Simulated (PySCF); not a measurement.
**BeAl: energy against distance**

Set-up: PySCF, no relativity, basis sets Be def2-TZVP, Al def2-TZVP. Energies in eV from Be + Al in their ground configurations at the same level. All curves are PBE0. state 1: ²Π (doublet), unpaired electrons π ↑; state 2: ²Σ⁺ (doublet), unpaired electrons σ ↑, a second solution, started from another occupation; state 3: quartet, unpaired electrons σ ↑, π ↑↑, a second solution, started from another occupation; state 4: ⁴Π (quartet), unpaired electrons σ ↑↑, π ↑, a second solution, started from another occupation.

| R (Å) | state 1 | state 2 | state 3 | state 4 |
| --- | --- | --- | --- | --- |
| 2.079 | -0.4419 | 0.2090 | 0.0690 | 0.3711 |
| 2.175 | -0.6348 | -0.1380 | 0.0763 | 0.2270 |
| 2.272 | -0.7393 | -0.3733 | 0.1547 | 0.1740 |
| 2.345 | -0.7752 | -0.4934 | 0.2459 | 0.1786 |
| 2.417 | -0.7846 | -0.5755 | 0.3561 | 0.2117 |
| 2.490 | -0.7756 | -0.6273 | 0.4791 | 0.2663 |
| 2.586 | -0.7415 | -0.6599 | 0.6543 | 0.3631 |
| 2.707 | -0.6758 | -0.6582 | 0.8784 | 0.5078 |
| 2.852 | -0.5812 | -0.6165 | 1.1397 | 0.6973 |
| 3.045 | -0.4536 | -0.5277 | 1.4563 | 0.9507 |

Task: Put a parabola through the three lowest points of the state 1 curve and estimate Re, k and ωe (reduced mass 6.756 u; 1 eV/Å² = 0.16022 mdyn/Å; ωe = 1302.8·√(k/μ) cm⁻¹).

Result: Through R = 2.345, 2.417, 2.49 Å the second-order coefficient is 1.75 eV/Å², so Re ≈ 2.418 Å, k ≈ 0.561 mdyn/Å and ωe ≈ 375 cm⁻¹. A polynomial fit of higher order to the unrounded PBE0 energies gives Re = 2.414 Å, k = 0.588 mdyn/Å, ωe = 384 cm⁻¹; anharmonicity and rounding make the difference.

The higher-order fit for each curve: state 1: Re = 2.414 Å, ωe = 384 cm⁻¹, De = 0.78 eV; state 2: Re = 2.639 Å, ωe = 331 cm⁻¹, minimum 0.66 eV below the ground-state fragments; state 4: Re = 2.297 Å, ωe = 507 cm⁻¹, minimum 0.172 eV above the ground-state fragments. State 3 gave no clean fit.

The state is the lowest determinant that a PBE0 search found; another state may lie lower at other levels.
